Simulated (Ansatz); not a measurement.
Ge(vinyl)2H2 (C4H8Ge). Charge 0, multiplicity 1. Geometry PBE-D4/def2-SVP; atoms count from 1.

Cartesian coordinates in Å:
```
Ge -0.685 -0.020 -0.432
C 0.700 -1.399 -0.476
C 0.481 -2.679 -0.121
H 1.715 -1.095 -0.793
H -0.514 -3.030 0.205
H 1.282 -3.438 -0.140
C -0.184 1.413 0.800
C -0.015 2.692 0.416
H -0.019 1.143 1.859
H -0.166 3.011 -0.630
H 0.282 3.483 1.128
H -2.005 -0.706 0.021
H -0.873 0.623 -1.836
```

(1) Estimate the Mulliken populations from the PBE0/def2-TZVP orbitals of Ansatz.

(2) And the Mayer bond orders between heavy atoms (over 0.3)?

Answers

(1) 
| atom | charge (e) |
| --- | --- |
| Ge1 | 0.23 |
| C2 | -0.26 |
| C3 | -0.24 |
| H4 | 0.13 |
| H5 | 0.13 |
| H6 | 0.13 |
| C7 | -0.26 |
| C8 | -0.24 |
| H9 | 0.13 |
| H10 | 0.13 |
| H11 | 0.13 |
| H12 | 0.00 |
| H13 | 0.00 |
Mulliken values depend strongly on the basis.

(2) Ge1–C2 0.92 (1.96 Å); Ge1–C7 0.92 (1.96 Å); C2–C3 1.94 (1.35 Å); C7–C8 1.94 (1.35 Å).
